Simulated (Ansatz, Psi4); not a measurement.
Input for Ansatz (a quantum-chemistry and plane-wave program):
Ansatz 0.2 input:
```yaml
crystal:
  periodic: [false, false, false]
  atoms:
    - {symbol: S, position_ang: [0.10558214, -0.00190789, 0.04613646]}
    - {symbol: H, position_ang: [-0.31822157, 0.99705449, -0.76565970]}
    - {symbol: H, position_ang: [-0.35082551, -0.98045104, -0.77282250]}
    - {symbol: H, position_ang: [-1.02026722, 0.01392277, 0.80029891]}
basis:
  gaussian:
    orbitals: def2-SVP
hamiltonian:
  xc: {name: wB97X-V}
total_charge: 1
accuracy: high
```

Task: Write the same job for Psi4.

Result: Several could match; the one computed here: 
```
memory 2 GB

molecule {
1 1
  S     0.10558214   -0.00190789    0.04613646
  H    -0.31822157    0.99705449   -0.76565970
  H    -0.35082551   -0.98045104   -0.77282250
  H    -1.02026722    0.01392277    0.80029891
}

set basis def2-svp
set scf_type pk
set puream true
set d_convergence 1e-8
set dft_radial_points 99
set dft_spherical_points 590

energy('wb97x-v')
print_variables()
```

Both were run: Ansatz gave -399.480762 Eh and Psi4 -399.480761 Eh, 0.001 mEh apart.
